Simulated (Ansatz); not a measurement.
B(PH3)Cl3 (BPH₃Cl₃). Total charge 0; singlet. Geometry B3LYP-D4/def2-SVP; atoms count from 1.

Cartesian coordinates in Å:
```
B -0.035 -0.850 0.668
P 0.030 0.744 -0.584
H -0.412 0.509 -1.907
H 1.307 1.316 -0.789
H -0.745 1.863 -0.200
Cl 1.063 -2.081 -0.136
Cl -1.809 -1.315 0.693
Cl 0.601 -0.185 2.254
```

(1) Estimate the Mulliken populations from the PBE0/def2-TZVP orbitals of Ansatz.

(2) And the Mayer bond orders between bonded heavy atoms (over 0.3)?

Answers

(1) 
| atom | charge (e) |
| --- | --- |
| B1 | 0.08 |
| P2 | 0.06 |
| H3 | 0.13 |
| H4 | 0.13 |
| H5 | 0.13 |
| Cl6 | -0.17 |
| Cl7 | -0.17 |
| Cl8 | -0.17 |
Mulliken values and Mayer orders depend strongly on the basis.

(2) B1–P2 0.79 (2.03 Å); B1–Cl6 1.14 (1.83 Å); B1–Cl7 1.14 (1.83 Å); B1–Cl8 1.14 (1.83 Å).
